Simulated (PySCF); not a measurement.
Job file and geometry (Å, from GFN2-xTB) of an NMR shielding run on `InChI=1S/C4H7N2.2Al.3H/c1-4(5)3-6-2;;;;;/h3H,1-2H3;;;;;/q-1;;+1;;;`, PySCF 2.14.0, density-fitted response routines, GIAO PBE0/pcSseg-1 NMR shielding, non-relativistic, gas phase; density fitting, a coarse starting grid and PySCF grid level 2 are the driver's defaults:

```
$ OMP_NUM_THREADS=1 python probes_run.py task.json out

{"job": {"kind": "nmr", "xc": "PBE0", "basis": "pcSseg-1"}, "charge": 0, "multiplicity": 1}
C     -1.632299    -1.437143    -0.190582
C     -0.533363    -0.436244    -0.063053
C      0.766248    -0.723965     0.066055
N      1.697174     0.337078     0.173218
C      3.087011    -0.046646     0.299288
Al     0.648811     1.804174     0.095725
N     -0.949087     0.951282    -0.092053
Al    -2.751865     1.082629    -0.246901
H     -2.388591    -1.251830     0.587306
H     -1.266359    -2.457119    -0.095326
H     -2.130585    -1.322751    -1.162192
H      1.140864    -1.737193     0.090066
H      3.419466    -0.618672    -0.574012
H      3.697700     0.852268     0.377010
H      3.250160    -0.656418     1.194671
H      0.976187     3.281346     0.163166
H     -3.409715     1.112810    -1.645192
H     -3.630514     1.272711     1.011150
```

Q: What does the program print?

A: 
```
coarse grid: 15920 points
cycle   1  E = -752.1199821406  dE =  8.739e-01  |g| = 5.850e-01  |ddm| = 4.012e+00
cycle   2  E = -751.9925215400  dE =  1.275e-01  |g| = 9.363e-01  |ddm| = 1.431e+00
cycle   3  E = -752.2041917776  dE = -2.117e-01  |g| = 1.139e-01  |ddm| = 9.500e-01
cycle   4  E = -752.2065117229  dE = -2.320e-03  |g| = 5.396e-02  |ddm| = 1.362e-01
cycle   5  E = -752.2071154192  dE = -6.037e-04  |g| = 2.429e-02  |ddm| = 7.025e-02
cycle   6  E = -752.2072477591  dE = -1.323e-04  |g| = 5.929e-03  |ddm| = 2.410e-02
cycle   7  E = -752.2072559605  dE = -8.201e-06  |g| = 1.096e-03  |ddm| = 5.887e-03
final grid: 144320 points
cycle   8  E = -752.2495738994  dE = -2.788e-05  |g| = 8.122e-03  |ddm| = 2.966e-02
cycle   9  E = -752.2495612647  dE =  1.263e-05  |g| = 1.067e-02  |ddm| = 1.838e-02
cycle  10  E = -752.2495911438  dE = -2.988e-05  |g| = 1.414e-03  |ddm| = 1.110e-02
cycle  11  E = -752.2495915567  dE = -4.128e-07  |g| = 2.679e-04  |ddm| = 1.157e-03
cycle  12  E = -752.2495915703  dE = -1.366e-08  |g| = 1.366e-04  |ddm| = 4.195e-04
cycle  13  E = -752.2495915742  dE = -3.911e-09  |g| = 4.300e-05  |ddm| = 1.391e-04
cycle  14  E = -752.2495915746  dE = -3.834e-10  |g| = 1.403e-05  |ddm| = 4.857e-05
converged SCF energy = -752.2495915746

GIAO shielding tensors (ppm)
atom      isotropic    diamagn.    paramagn.     s11        s22        s33       span
  0 C      164.175     249.501     -85.327    142.218    151.470    198.836     56.618
  1 C       54.255     258.296    -204.041    -28.638     63.926    127.478    156.115
  2 C       57.732     252.782    -195.050    -23.473     86.487    110.181    133.654
  3 N      143.256     332.708    -189.452     46.107    168.983    214.678    168.571
  4 C      147.967     239.983     -92.016    125.704    133.303    184.895     59.192
  5 Al     394.394     799.974    -405.580    357.053    367.669    458.461    101.408
  6 N      121.461     327.984    -206.523     28.807    144.972    190.604    161.797
  7 Al     339.155     795.585    -456.430    285.082    351.991    380.390     95.308
  8 H       29.228      30.296      -1.069     25.364     28.232     34.088      8.724
  9 H       29.146      29.616      -0.470     24.307     27.730     35.402     11.095
 10 H       28.704      30.087      -1.383     25.068     27.270     33.774      8.706
 11 H       25.554      34.825      -9.271     22.851     24.806     29.005      6.154
 12 H       28.221      27.582       0.639     23.669     25.883     35.111     11.442
 13 H       28.162      27.134       1.029     23.479     26.997     34.011     10.532
 14 H       28.220      27.593       0.626     23.700     25.880     35.078     11.378
 15 H       27.468      30.521      -3.054     23.791     24.681     33.931     10.140
 16 H       26.274      29.114      -2.840     23.609     24.022     31.192      7.583
 17 H       26.262      29.063      -2.801     23.676     23.824     31.286      7.610
```

Size and cost of the density-fitted run: 200 basis functions, 70 s wall time on 1 thread of an Arm Neoverse N1, shared host; peak memory 0.92 GiB.
